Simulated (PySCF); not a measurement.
`InChI=1S/C5H9FO/c1-3-7-4-5(2)6/h3,5H,1,4H2,2H3/t5-/m1/s1`

Cartesian coordinates in Å; atom numbers follow the order of the lines, from 1:
```xyz
16

C     0.4016   -2.2189    1.4387
C     1.1649   -1.4458    0.6809
O     0.9046   -0.2187    0.1699
C    -0.4239    0.2283   -0.0128
C    -1.3988   -0.7748   -0.6463
C    -2.8112   -0.6425   -0.0996
F    -1.4432   -0.5368   -2.0132
H    -0.5983   -1.9550    1.7346
H     0.7756   -3.1606    1.7927
H     2.1827   -1.7228    0.4370
H    -0.3372    1.1012   -0.6636
H    -0.8335    0.5501    0.9564
H    -1.0263   -1.8004   -0.5503
H    -3.1583    0.3824   -0.2083
H    -3.4784   -1.2962   -0.6559
H    -2.8369   -0.9210    0.9497
```

Computed, not measured: GIAO PBE/pcSseg-1 magnetisability, rotational g tensor and spin-rotation constants, non-relativistic, gas phase in PySCF. Geometry: GFN2-xTB, dihedral held. The dihedral C5–C4–O3–C2 is held at 315°.

**Question.** What are the magnetisability and the molar susceptibility?

**Answer.** Isotropic -1048 × 10⁻³⁰ J/T², or -63.1 × 10⁻⁶ cm³/mol; principal values -1145, -1042, -956 × 10⁻³⁰ J/T², anisotropy 164 × 10⁻³⁰ J/T² (root of half the summed squared differences of the principal values). The susceptibility is in cgs units.

**Question.** Split it along the inertial axes a, b, c into diamagnetic and paramagnetic parts about the centre of mass, with the quadrupole moment.

**Answer.** 
| axis | χ (10⁻⁶ cm³/mol) | diamagnetic (10⁻⁶ cm³/mol) | paramagnetic (10⁻⁶ cm³/mol) | summed x² of all electrons (Å²) | quadrupole Θ (D Å) |
| --- | --- | --- | --- | --- | --- |
| a | -65.1 | -385.3 | 320.2 | 152.9 | -1.55 |
| b | -62.2 | -785.9 | 723.7 | 58.4 | +0.58 |
| c | -62.0 | -896.3 | 834.3 | 32.4 | +0.97 |

Anisotropies 2χaa − χbb − χcc = -6.0 and 2χbb − χaa − χcc = +2.7 × 10⁻⁶ cm³/mol. Θ is traceless in Buckingham's convention.

**Question.** And the rotational g tensor?

**Answer.** 
```csv
axis,rotational constant (GHz),g,nuclear part,electronic part
a,4.1864,-0.0218,0.6078,-0.6297
b,1.6953,-0.0122,0.5642,-0.5764
c,1.4745,-0.0109,0.5671,-0.5779
```
Asymmetric top; isotopes 12C, 19F, 1H, 16O; no vibrational averaging.
